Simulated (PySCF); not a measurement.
Mg (magnesium, neutral) across methods

[Ne] 3s1 3p1, high-spin 3P determinant (an excited configuration). All numbers are calculated (PySCF 2.14, the spin-free X2C one-electron Hamiltonian (Gaussian nucleus), in ANO-RCC-VTZP).

```
 method  E (hartree)  mean ε 2p β (eV)  mean ε 3s α (eV)  mean ε 3p α (eV)  Σ⟨r²⟩ (bohr²)   ⟨S²⟩
 r2SCAN    -200.2623           -49.366            -6.173            -2.550          34.24  2.000
   TPSS    -200.3032           -48.313            -5.969            -2.486          34.38  2.000
   PBE0    -200.1844           -52.054            -6.896            -3.152          34.29  2.000
LC-wPBE    -200.2133           -53.723            -9.388            -5.165          33.96  2.000
    UHF   -199.85340           -63.390            -9.276            -4.974          34.91  2.000
    M06    -200.2675           -52.458            -6.627            -2.864          34.27  2.000
    LDA    -199.3339           -47.977            -6.052            -2.385          34.21  2.000
    PBE    -200.1649           -47.897            -5.976            -2.457          34.30  2.000
 PBEsol    -199.7253           -47.820            -5.961            -2.404          34.39  2.000
```
